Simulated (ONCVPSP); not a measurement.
# An all-electron radial function and its pseudo partner (Br (Z = 35))

Columns: radius, all-electron u(r) and pseudo u(r) of the 3p shell (level -173.49 eV) of bromine in the configuration [Ne] 3s2 3p6 3d10 4s2 4p5; PBE, scalar-relativistic, ONCV scheme, ONCVPSP 4.0.1.

| r (bohr) | all-electron | pseudo |
| --- | --- | --- |
| 0.055 | -0.5585 | 0.0427 |
| 0.110 | -0.7650 | 0.1643 |
| 0.165 | -0.4204 | 0.3495 |
| 0.220 | 0.1339 | 0.5751 |
| 0.275 | 0.6591 | 0.8133 |
| 0.330 | 1.0553 | 1.0369 |
| 0.385 | 1.3036 | 1.2220 |
| 0.440 | 1.4226 | 1.3520 |
| 0.495 | 1.4432 | 1.4185 |
| 0.550 | 1.3963 | 1.4219 |
| 0.605 | 1.3073 | 1.3700 |
| 0.660 | 1.1949 | 1.2753 |
| 0.715 | 1.0726 | 1.1524 |
| 0.770 | 0.9495 | 1.0161 |
| 0.825 | 0.8314 | 0.8790 |
| 0.880 | 0.7215 | 0.7501 |
| 0.935 | 0.6217 | 0.6353 |
| 0.990 | 0.5326 | 0.5370 |
| 1.045 | 0.4539 | 0.4544 |
| 1.100 | 0.3854 | 0.3853 |
| 1.155 | 0.3261 | 0.3260 |
| 1.210 | 0.2751 | 0.2750 |
| 1.265 | 0.2314 | 0.2314 |
| 1.320 | 0.1944 | 0.1943 |
| 1.375 | 0.1629 | 0.1628 |
| 1.430 | 0.1363 | 0.1362 |

Problem. How many radial nodes do the two functions have?

Solution. The all-electron 3p function has n − l − 1 = 1; the pseudo-wave has 0, since the states of the same l below it are removed with the core.

Problem. At about which radius was the pseudo-wave matched?

Solution. 1.10 bohr, where the columns begin to agree (steps of 0.06 bohr).

Problem. Is the pseudo-wave norm-conserving?

Solution. Yes: the ONCV scheme keeps the norm inside the radius equal to the all-electron one, which fixes the energy derivative of the logarithmic derivative at the level.
